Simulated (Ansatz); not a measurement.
`O=[CH][SnH2][GeH3]` → `O=[CH][SnH3]` + `[GeH2]` at 700 K and 1 bar (germylene loss).

Computed with Ansatz on PBE0-D4/def2-TZVP structures; ΔE is electronic, products minus reactants. CCSD(T)/CBS adds triple-zeta CCSD(T) − MP2 to the extrapolated MP2 energy (def2 sets, frozen cores). Elements past krypton have def2 core potentials. For Ge, Sn outer-core shells are correlated without core-valence functions, which leaves a few kJ/mol of doubt a bond. Scalar relativity is left out up to krypton. One conformer a species, not always the lowest.

```csv
species,CCSD(T)/CBS energy (Eh),H − E (kJ/mol),S (J/(mol·K))
`O=[CH][SnH2][GeH3]`,-2406.92569,226.8,524.1
`O=[CH][SnH3]`,-329.59298,155.0,402.3
`[GeH2]`,-2077.24753,54.8,253.9
```

H − E and S are ideal-gas, rigid-rotor, harmonic terms from PBE0-D4/def2-TZVP, for one conformer and one mirror image of each species. 1 Eh = 2625.50 kJ/mol, R = 8.31446 J/(mol·K).

**Question.** By hand: ΔE, ΔH, ΔS and ΔG.

**Answer.** ΔE = (-329.59298) + (-2077.24753) − (-2406.92569) = 0.08518 Eh = 223.6 kJ/mol. Δ(H − E) = 155.0 + 54.8 − 226.8 = -17.0, so ΔH = 206.6 kJ/mol. ΔS = 402.3 + 253.9 − 524.1 = 132.1 J/(mol·K). ΔG = 206.6 − 700 × (132.1)/1000 = 114.1 kJ/mol.

**Question.** By hand: the equilibrium constant, and the temperature at which ΔG would vanish if ΔH and ΔS stayed fixed.

**Answer.** log₁₀ K = −ΔG/(RT ln 10) = -8.5. ΔG = 0 at ΔH/ΔS = 1564 K.

The number of gas molecules changes by +1, which sets the sign of ΔS. A doubt of 5 kJ/mol in ΔE shifts log₁₀ K by 0.4 here. Other conformers and mirror images would add mixing entropy, several J/(mol·K) or more a flexible species. Modes under 60 cm⁻¹, often nearly free rotors, make the harmonic entropy too high. These are equilibria of isolated gas molecules and say nothing of rates. Largest T1 diagnostic: 0.016 (customary marks: 0.02 for closed shells, 0.045 for open ones).
